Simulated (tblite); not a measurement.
Species: 5,6-dihydrotoluene, C₇H₁₀.
Numbering: `[CH3:1][C:2]1=[CH:3][CH:4]=[CH:5][CH2:6][CH2:7]1` (hydrogens: H8, H9, H10 on C1; H11 on C3; H12 on C4; H13 on C5; H14, H15 on C6; H16, H17 on C7)

Computed with GFN2-xTB (tblite), gas phase: Langevin dynamics at 600 K from the optimised GFN2-xTB geometry, time step 0.5 fs, friction 0.01 fs⁻¹, 2000 steps. The instantaneous temperature is 2·E(kin)/(3Nk) with all 3N coordinates.

```csv
t (fs),T (K),E(pot) above start (eV),C1–C2 (Å),C2=C3 (Å),C3–C4 (Å),C4=C5 (Å),C5–C6 (Å),C1–H8 (Å)
0,518,0.000,1.494,1.335,1.450,1.331,1.501,1.091
25,409,0.613,1.489,1.335,1.440,1.345,1.495,1.111
50,511,0.499,1.512,1.360,1.436,1.330,1.527,1.078
75,588,0.725,1.492,1.323,1.441,1.315,1.509,1.071
100,386,1.189,1.543,1.290,1.497,1.333,1.449,1.146
125,476,1.091,1.482,1.340,1.456,1.352,1.487,1.148
150,540,1.013,1.521,1.418,1.407,1.354,1.475,1.091
175,562,0.995,1.496,1.334,1.386,1.314,1.428,1.075
200,370,1.005,1.542,1.312,1.427,1.335,1.529,1.120
225,475,0.981,1.573,1.346,1.478,1.335,1.546,1.089
250,446,0.939,1.462,1.347,1.508,1.320,1.485,1.075
275,536,0.891,1.456,1.341,1.512,1.329,1.421,1.103
300,480,1.270,1.497,1.331,1.515,1.355,1.430,1.119
325,600,1.037,1.498,1.317,1.448,1.345,1.510,1.139
350,599,1.198,1.519,1.375,1.434,1.293,1.543,1.100
375,602,1.207,1.519,1.335,1.405,1.304,1.541,1.062
400,620,1.002,1.497,1.322,1.462,1.354,1.502,1.105
425,514,1.265,1.497,1.313,1.475,1.378,1.504,1.119
450,686,0.960,1.498,1.371,1.458,1.300,1.500,1.105
475,826,1.215,1.502,1.325,1.403,1.315,1.526,1.069
500,766,1.878,1.545,1.276,1.426,1.314,1.557,1.064
525,747,1.597,1.470,1.331,1.478,1.365,1.590,1.090
550,658,1.712,1.392,1.358,1.451,1.338,1.423,1.087
575,612,1.491,1.559,1.379,1.493,1.337,1.471,1.113
600,576,1.263,1.500,1.295,1.433,1.393,1.564,1.106
625,737,1.157,1.558,1.362,1.418,1.316,1.548,1.082
650,599,1.109,1.516,1.381,1.435,1.277,1.464,1.070
675,470,1.204,1.452,1.332,1.418,1.332,1.521,1.072
700,527,0.958,1.480,1.294,1.484,1.370,1.485,1.115
725,458,1.196,1.435,1.339,1.524,1.327,1.474,1.145
750,537,0.934,1.460,1.399,1.460,1.319,1.517,1.149
775,500,0.859,1.463,1.322,1.456,1.317,1.500,1.024
800,533,1.127,1.549,1.318,1.443,1.347,1.462,1.058
825,532,1.325,1.487,1.368,1.459,1.358,1.476,1.147
850,487,1.270,1.549,1.419,1.470,1.326,1.481,1.165
875,590,0.989,1.640,1.358,1.432,1.335,1.486,1.102
900,749,0.961,1.539,1.275,1.422,1.382,1.434,1.083
925,595,1.080,1.494,1.352,1.509,1.354,1.503,1.145
950,366,1.150,1.425,1.409,1.458,1.300,1.498,1.184
975,689,0.802,1.511,1.313,1.411,1.346,1.462,1.121
1000,420,1.340,1.562,1.309,1.445,1.397,1.529,1.036
```

Task: From 500 fs on, how do temperature and potential energy compare with equipartition?

Result: The mean temperature of these 21 frames is 578 K against the target 600 K, and the mean potential energy 1.21 eV against 45 × kT/2 = 1.16 eV for 45 classical harmonic modes. For 17 atoms in a canonical ensemble the temperature itself scatters by T·√(2/(3N)) = 119 K; here its standard deviation is 111 K. The whole run lasts only 10 friction times of 100 fs, so these averages carry a wide statistical error.

Task: What are the kinetic and total energies of the listed frame with the highest potential energy?

Result: The one at 500 fs, 1.878 eV above the start. Its kinetic energy is 3NkT/2 = 1.683 eV at 766 K, so the sum is 3.56 eV; over the listed frames the sum runs from 1.14 to 3.56 eV, since the thermostat adds and removes energy.

Task: How much do the listed bonds fluctuate from 500 fs on?

Result: 
```csv
bond,at the start (Å),mean (Å),standard deviation (Å)
C1–C2,1.494,1.504,0.056
C2=C3,1.335,1.343,0.041
C3–C4,1.450,1.454,0.030
C4=C5,1.331,1.340,0.029
C5–C6,1.501,1.497,0.042
C1–H8,1.091,1.103,0.041
```

The motion is classical and holds no zero-point motion.

The cost below is that of the whole dynamics run. Hardware: one thread, Arm Neoverse N1 (aarch64) (shared host). Cost: 17 s of wall time, 0.19 GiB resident at most.
